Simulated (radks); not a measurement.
Neutral iodine inside a hard spherical wall (all orbitals vanish at R), configuration held at [Kr] 4d10 5s2 5p5 and not refilled when levels cross. Calculated with a radial shooting solver on a logarithmic mesh with Libxc functionals: scalar-relativistic Kohn-Sham, LDA (Slater exchange, VWN5 correlation), spin-polarised, spherical densities, finite nucleus; open shells are filled with parallel spins first (spin-orbit coupling, left out, can overturn this in heavy ions); Fermi nuclear charge, rms radius 4.75 fm. Eigenvalues in eV for spin up, with the zero of energy where the potential of the charges vanishes at infinity; a dash marks a level that is unbound or too diffuse for the functional's potential to be trusted. A positive occupied level is held by the wall or, in an anion where self-interaction has pushed it up, behind a barrier. The pressure on the wall is -dE/dV.

| R (bohr) | E (hartree) | kinetic (hartree) | e(4p) | e(4d) | e(5s) | e(5p) | e(6s, empty) | e(5d, empty) | pressure (GPa) |
|---|---|---|---|---|---|---|---|---|---|
| free | -7110.40587 | 7461.024 | -127.36 | -50.379 | -17.900 | -7.483 | -0.537 | - | 0 |
| 20 | -7110.40587 | 7461.024 | -127.36 | -50.379 | -17.900 | -7.483 | -0.531 | 0.835 | < 0.0001 |
| 12 | -7110.40587 | 7461.024 | -127.36 | -50.379 | -17.900 | -7.482 | -0.359 | 1.389 | < 0.0001 |
| 10 | -7110.40580 | 7461.025 | -127.35 | -50.373 | -17.894 | -7.477 | -0.067 | 1.724 | 0.00245 |
| 8 | -7110.40455 | 7461.037 | -127.28 | -50.297 | -17.831 | -7.416 | 0.874 | 2.434 | 0.0701 |
| 7 | -7110.40023 | 7461.074 | -127.09 | -50.111 | -17.681 | -7.267 | 2.086 | 3.171 | 0.390 |
| 5 | -7110.30065 | 7461.701 | -124.90 | -47.964 | -16.011 | -5.434 | 10.719 | 7.607 | 14.7 |
| 4 | -7109.91953 | 7463.609 | -120.40 | -43.588 | -12.451 | -1.145 | 26.625 | 15.201 | 112 |
| 3.5 | -7109.31917 | 7466.222 | -115.79 | -39.154 | -8.338 | 3.973 | 43.935 | 23.357 | 341 |
| 2.5 | -7104.02764 | 7486.007 | -94.666 | -18.985 | 17.962 | 36.247 | 139.12 | 68.819 | 4660 |
